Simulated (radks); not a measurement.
Problem. The mean radii <r> (bohr) of the occupied orbitals of an atom or ion are listed with their occupations. Calculated with a radial shooting solver on a logarithmic mesh with Libxc functionals: scalar-relativistic Kohn-Sham, LDA (Slater exchange, VWN5 correlation), spin-polarised, spherical densities, point nucleus.

orbital  occ.     <r>
1s up       1  0.1116
1s down     1  0.1115
2s up       1  0.5546
2s down     1  0.5568
2p up       3  0.5138
2p down     2  0.5173
3s up       1   1.877
3s down     1   1.911
3p up       2   2.150

Name the element and its charge. Open shells, if any, are filled with parallel spins first.

Solution. Z = 14, silicon, charge +1: Si+ in [He] 2s2 2p5 3s2 3p2. The 1s radius gives Z: for a bare nucleus <r> = (2 gamma + 1)/(2Z) with gamma = sqrt(1 - (Z/c)^2), 0.1068 bohr for Z = 14, and screening makes it slightly larger (0.1116 here). The occupations add up to 13, and the charge is Z minus that.
